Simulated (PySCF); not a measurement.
AuH6N2, SMILES [Au]([NH3+])<-[NH3], charge +1, multiplicity 1.

Geometry: PBE0-D3(BJ)/def2-SVP. The spin state was assumed, not searched. The def2 effective core potentials stand for the cores of Au; spin–orbit coupling is left out.

Level of theory: TDA-ωB97X/def2-SVPD run with PySCF.

Vertical excitations; the highest root listed may be one member of a degenerate set. The molecule is in vacuum. State labels are in the subgroup C2.

Question: Give excitation energies, oscillator strengths and character. (Estimate from the structure and the level; the computed values follow.)

Answer: 
| state | symmetry | energy (eV) | λ (nm) | f | main pairs |
|---|---|---|---|---|---|
| S1 | A | 6.81 | 182 | 0.000 | HOMO→LUMO 92 % |
| S2 | A | 6.99 | 177 | 0.000 | HOMO−1→LUMO (degenerate set) |
| S3 | B | 6.99 | 177 | 0.000 | HOMO−2→LUMO (degenerate set) |
| S4 | A | 7.32 | 169 | 0.112 | HOMO→LUMO+2, HOMO−2→LUMO+1, HOMO−1→LUMO+2 (degenerate set) |
| S5 | B | 7.32 | 169 | 0.112 | HOMO→LUMO+1, HOMO−1→LUMO+1, HOMO−2→LUMO+2 (degenerate set) |
| S6 | A | 7.36 | 168 | 0.000 | HOMO−4→LUMO (degenerate set) |
| S7 | B | 7.36 | 168 | 0.000 | HOMO−3→LUMO (degenerate set) |
| S8 | B | 7.76 | 160 | 0.000 | HOMO−1→LUMO+1, HOMO−2→LUMO+2 (degenerate set) |
| S9 | A | 7.76 | 160 | 0.000 | HOMO−1→LUMO+2, HOMO−2→LUMO+1 (degenerate set) |
| S10 | A | 8.06 | 154 | 0.000 | HOMO−3→LUMO+1 48 %, HOMO−4→LUMO+2 48 % |
| T1 | A | 5.82 | 213 | 0 | HOMO→LUMO 85 % |
| T2 | A | 6.67 | 186 | 0 | HOMO−1→LUMO, HOMO−1→LUMO+4 (degenerate set) |
| T3 | B | 6.67 | 186 | 0 | HOMO−2→LUMO, HOMO−2→LUMO+4 (degenerate set) |
| T4 | A | 6.74 | 184 | 0 | HOMO−4→LUMO 83 %, HOMO−4→LUMO+4 13 % |
Triplets are in the Tamm–Dancoff approximation.
